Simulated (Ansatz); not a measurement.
**Abstraction of H: C2H4Ge + SiH2(SiH2)Cl → GeH3(CC) + SiH2(SiH3)Cl**

Species: C2H4Ge `C#[C][GeH3]`, singlet; SiH2(SiH2)Cl, doublet; GeH3(CC), doublet; SiH2(SiH3)Cl, singlet. A radical takes H: the energy is the difference in strength between the C–H bond broken and the Si–H bond made.

Shapes, held fixed at every level: PBE0-D4/def2-TZVP. Flexible molecules stand in one conformer, not always the lowest. Programs: Ansatz 0.2.0. The zero-point and thermal change to 298 K, harmonic and unscaled (PBE0-D4/def2-TZVP), is -5.4 kJ/mol.

| level | kind | ΔH(298 K) (kJ/mol) | CPU time (sum over the molecules) |
| --- | --- | --- | --- |
| HF/def2-SVP | Hartree–Fock | +130.8 | – |
| HF/def2-TZVPP | Hartree–Fock | +133.2 | – |
| SPW92/def2-TZVPP | LDA | +207.4 | 12 s |
| PBE-D4/def2-TZVPP | GGA | +193.2 | 26 s |
| r2SCAN-D4/def2-TZVPP | meta-GGA | +182.9 | 47 s |
| PBE0-D4/def2-TZVPP | global hybrid | +191.3 | 30 s |
| r2SCAN0-D4/def2-TZVPP | global hybrid | +182.2 | 53 s |
| B2PLYP/def2-TZVPP | double hybrid | +188.6 | 42 s |

B2PLYP/def2-TZVPP gives ΔH(298 K) = +188.6 kJ/mol; the levels span +130.8 to +207.4. The median of the levels is +185.7. No measured value is set beside it here. Spin contamination: GeH3(CC) (⟨S²⟩ up to 1.14). Open shells run unrestricted unless RO is named. Relativity is left out for Ge unless named. Correlated rows may include outer-core shells of Ge, which these sets cover unevenly. Times are processor times on shared x86 and Arm servers, and rough.
